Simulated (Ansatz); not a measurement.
One change: `CN[SiH2]CN` becomes `NC[SiH2]N`.

Ansatz, PBE0-D4/def2-TZVP geometries, multiplicity 1. Each molecule was computed in one conformer, which needn't be the lowest.

| property | `CN[SiH2]CN` |
| --- | --- |
| HOMO energy (ωB97M-V/def2-TZVPP) / eV | -8.78 |
| HOMO–LUMO gap (B3LYP/def2-TZVPP) / eV | 6.59 |
| size of the dipole moment (ωB97M-V/def2-TZVPP) / D | 1.54 |
| LUMO energy (PBE0/def2-TZVPP) / eV | 0.64 |
| HOMO energy (B3LYP/def2-TZVPP) / eV | -6.24 |
| HOMO–LUMO gap (ωB97M-V/def2-TZVPP) / eV | 10.92 |

Task: What does the change do to each property? (An estimate is asked.)

Result: Ansatz gave: 
```json
{"property": "HOMO energy (ωB97M-V/def2-TZVPP) / eV", "`NC[SiH2]N`": "-9.21", "shift": "-0.43"}
{"property": "HOMO–LUMO gap (B3LYP/def2-TZVPP) / eV", "`NC[SiH2]N`": "7.06", "shift": "0.47"}
{"property": "size of the dipole moment (ωB97M-V/def2-TZVPP) / D", "`NC[SiH2]N`": "1.08", "shift": "-0.46"}
{"property": "LUMO energy (PBE0/def2-TZVPP) / eV", "`NC[SiH2]N`": "0.75", "shift": "0.11"}
{"property": "HOMO energy (B3LYP/def2-TZVPP) / eV", "`NC[SiH2]N`": "-6.62", "shift": "-0.38"}
{"property": "HOMO–LUMO gap (ωB97M-V/def2-TZVPP) / eV", "`NC[SiH2]N`": "11.44", "shift": "0.52"}
```

With PBE0 the HOMO falls by 0.40 eV and the LUMO rises by 0.11 eV, so the gap widens by about 0.51 eV. PBE moves the HOMO by -0.31 eV and ωB97M-V by -0.43 eV. Dipoles are sizes alone; their direction can turn.

B3LYP here is the variant with VWN-RPA as its local correlation; programs differ in this.
